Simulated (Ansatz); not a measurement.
`CNC1=CB1` → `NBC1C=C1`  (isomerisation)

Program: Ansatz. Geometries: PBE0-D4/def2-TZVP. ΔE: electronic, gas phase. CCSD(T)/CBS is the MP2 limit (def2-TZVPP, def2-QZVPP) plus CCSD(T) − MP2 in def2-TZVPP, frozen cores. Functionals use def2-TZVPP. HSE06 is defined as in plane-wave codes. One conformer a species, not always the lowest.

```tsv
level	ΔE (kJ/mol)	difference from CCSD(T)/CBS
BLYP-D4	-9.5	13.6
B97M-V	-2.8	20.3
PBE0-D4	-1.3	21.8
ωB97M-V	-12.0	11.1
B2PLYP	-12.4	10.7
PBE-QIDH	-6.8	16.3
BLYP	-10.2	12.9
HSE06	-1.4	21.7
BHLYP	-4.0	19.1
CAM-B3LYP	-7.0	16.1
RPA@PBE/def2-TZVPP	-21.1	2.0
HF/def2-SVP	10.6	33.7
MP2/def2-SVP	-11.0	12.1
CCSD/def2-TZVPP	-20.1	3.0
HF/def2-QZVPP	-1.4	21.7
CCSD/CBS(def2)	-21.6	1.5
CCSD(T)/CBS	-23.1	0
```

(1) What do rigid-rotor, harmonic-oscillator terms from PBE0-D4/def2-TZVP frequencies (298.15 K, 1 bar) make of the CCSD(T)/CBS value? (Estimate.)

Largest T1 diagnostic among the species: 0.012.

## Answers

(1) Ansatz gave: ΔZPE = -3.3 kJ/mol, ΔH = -26.7 kJ/mol, ΔS = -8 J/(mol·K), ΔG = -24.5 kJ/mol. Modes under 50 cm⁻¹ make the entropy rough.

In def2-TZVPP, CCSD(T) changes the Hartree–Fock value by −20.5 kJ/mol (the triples alone add −1.5 kJ/mol) and MP2 by −20.1 kJ/mol. At CCSD(T), def2-SVP lies +10.5 kJ/mol from the extrapolated value and def2-TZVPP +1.5 kJ/mol. Leaving LDA and LC-ωPBE aside and taking each functional with its dispersion term where it has one, the values, not all of them listed here, spread over 11.2 kJ/mol, from B2PLYP to HSE06-D4. LDA lies +7.5 kJ/mol from PBE without D4.
